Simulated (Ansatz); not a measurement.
```yaml
crystal:
  periodic: [false, false, false]
  atoms:
    - {symbol: N, position_ang: [0.609758, 1.403062, -0.515933]}
    - {symbol: C, position_ang: [0.180371, 0.452294, 0.198070]}
    - {symbol: Se, position_ang: [0.172524, 0.636811, 2.104716]}
    - {symbol: In, position_ang: [-0.584747, -1.458794, -0.566986]}
    - {symbol: H, position_ang: [0.561706, 1.182685, -1.511316]}
    - {symbol: H, position_ang: [0.739837, 1.996455, 2.120550]}
    - {symbol: H, position_ang: [-0.529955, -1.501258, -2.291386]}
    - {symbol: H, position_ang: [-1.149484, -2.711254, 0.462284]}
basis:
  gaussian: {orbitals: ANO-RCC-VTZP}
hamiltonian: {xc: {name: HF}}
correlation: {method: mp2, frozen_orbitals: {N: 0}}
output: {forces: true}
```

```sh
$ ansatz run in.yaml --threads 4 --pin off --events-out ev --progress --plain --max-ram 10444MiB
```

(1) How does Ansatz answer? (Estimate.)

Answers

(1) Computed: The input was rejected before any iteration.
```
Functional definition: HF
Error: "frozen_orbitals" has no count for C
```
